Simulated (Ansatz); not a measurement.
Isomers of C₂H₆Cl₂Si, relaxed with PBE0-D4/def2-TZVP in Ansatz; electronic energies, one conformer each and not always the lowest. Functionals use def2-TZVPP; CBS adds triple-zeta CCSD(T) − MP2 to the MP2 limit of def2-TZVPP and def2-QZVPP.

(1) Order them by energy at frozen-core CCSD(T)/CBS, lowest first. (Estimate.)
A. `CC(Cl)[SiH2]Cl`
B. `CC[SiH](Cl)Cl`
C. `C[SiH2]C(Cl)Cl`
D. `[SiH3]CC(Cl)Cl`
E. `C[Si](C)(Cl)Cl`
F. `C[SiH](Cl)CCl`

(2) How do HF/CBS(def2), MP2/CBS(def2), PBE0-D4, B3LYP place them (kcal/mol, against `C[Si](C)(Cl)Cl`)? (An estimate is asked.)

Results:

(1) E (0.0 kcal/mol), B (15.4 kcal/mol), F (43.8 kcal/mol), A (54.5 kcal/mol), C (86.4 kcal/mol), D (94.0 kcal/mol).

(2) Ansatz gave: 
| isomer | HF/CBS(def2) | MP2/CBS(def2) | PBE0-D4 | B3LYP |
| --- | --- | --- | --- | --- |
| `[SiH3]CC(Cl)Cl` | 97.0 | 96.8 | 93.9 | 93.1 |
| `C[SiH](Cl)CCl` | 43.8 | 45.6 | 43.8 | 42.7 |
| `C[SiH2]C(Cl)Cl` | 89.9 | 89.1 | 86.2 | 85.1 |
| `CC[SiH](Cl)Cl` | 14.2 | 16.1 | 15.6 | 15.0 |
| `CC(Cl)[SiH2]Cl` | 54.6 | 56.4 | 54.8 | 53.8 |

B3LYP here is the variant with VWN-RPA as its local correlation; programs differ in this.
